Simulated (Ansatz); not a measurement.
Species: C2H10NSi2 (charge -1, singlet). It need not be the lowest isomer of its formula. Whether it binds its extra electron was not tested at this geometry. 
Geometry from a B3LYP-D3(BJ)/def2-TZVP (Ansatz, a quantum-chemistry and plane-wave program) optimisation:
```
Si
C 1 1.7533
H 2 1.0859 1 120.29
H 2 1.0876 3 114.72 1 -166.07
N 1 1.8018 2 112.57 3 130.14
H 5 1.0108 1 109.53 2 -24.93
Si 5 1.6960 6 117.31 1 -178.65
H 7 1.4939 5 113.68 6 -131.39
H 7 1.4968 8 104.19 5 127.17
H 7 1.4968 8 106.38 9 110.81
H 1 1.5081 2 110.61 3 9.74
C 1 1.9203 11 103.25 5 -104.23
H 12 1.0930 1 109.23 11 -60.78
H 12 1.0948 13 107.65 1 119.91
H 12 1.0978 13 107.75 14 116.03
```
Charge -1, spin multiplicity 1.

Total electronic energies in hartree. Cores are frozen in the correlated levels unless marked. Spin-orbit coupling is left out. No relativistic terms. CBS marks a two-point X^-3 extrapolation of the correlation energy; Hartree-Fock from the larger set. The bracket is a focal-point correction in the basis named.

```json
[
 {"level": "HF/6-31G*", "program": "Ansatz", "energy (Eh)": "-713.82398"},
 {"level": "HF/cc-pV(T+d)Z", "program": "Ansatz", "energy (Eh)": "-713.96942"},
 {"level": "HF/cc-pwCVTZ", "program": "Ansatz", "energy (Eh)": "-713.97243"},
 {"level": "HF/aug-cc-pV(Q+d)Z", "program": "Ansatz", "energy (Eh)": "-713.99260"},
 {"level": "HF/cc-pV(Q+d)Z", "program": "Ansatz", "energy (Eh)": "-713.98966"},
 {"level": "RI-HF/cc-pV(Q+d)Z", "program": "Ansatz", "energy (Eh)": "-713.98954"},
 {"level": "BLYP-D4/def2-TZVPD", "program": "Ansatz + dftd4", "energy (Eh)": "-716.03160"},
 {"level": "B97M-V/def2-TZVPD", "program": "Ansatz", "energy (Eh)": "-715.93414"},
 {"level": "PBE0-D4/def2-TZVP", "program": "Ansatz + dftd4", "energy (Eh)": "-715.67733"},
 {"level": "HSE06-D4/def2-TZVPD", "program": "Ansatz + dftd4", "energy (Eh)": "-715.65949"},
 {"level": "LC-wPBE-D4/def2-TZVPD", "program": "Ansatz + dftd4", "energy (Eh)": "-715.83681"},
 {"level": "wB97M-V/def2-TZVPD", "program": "Ansatz", "energy (Eh)": "-715.96315"},
 {"level": "MP2/STO-3G", "program": "Ansatz", "energy (Eh)": "-705.59940"},
 {"level": "MP2/aug-cc-pV(D+d)Z", "program": "Ansatz", "energy (Eh)": "-714.63457"},
 {"level": "RI-MP2/cc-pV(T+d)Z", "program": "Ansatz", "energy (Eh)": "-714.81077"},
 {"level": "RI-MP2/CBS(aug-cc-pV(T+d)Z,aug-cc-pV(Q+d)Z)", "program": "Ansatz", "energy (Eh)": "-714.9363"},
 {"level": "SCS-MP2/6-31G", "program": "Ansatz", "energy (Eh)": "-714.08766"},
 {"level": "SCS-MP2/aug-cc-pV(D+d)Z", "program": "Ansatz", "energy (Eh)": "-714.63888"},
 {"level": "CCSD/cc-pwCVTZ", "program": "Ansatz", "energy (Eh)": "-714.88263"},
 {"level": "CCSD(T)/STO-3G", "program": "Ansatz", "energy (Eh)": "-705.67378"},
 {"level": "CCSD(T)/aug-cc-pV(D+d)Z", "program": "Ansatz", "energy (Eh)": "-714.73226"},
 {"level": "CCSD(T)/cc-pV(T+d)Z", "program": "Ansatz", "energy (Eh)": "-714.90805"},
 {"level": "RI-MP2/CBS(aug-cc-pV(T+d)Z,aug-cc-pV(Q+d)Z)+[CCSD(T)-MP2]/aug-cc-pV(T+d)Z", "program": "Ansatz", "energy (Eh)": "-715.0327"}
]
```

Totals of different functionals don't rank their quality; only differences between species are comparable.
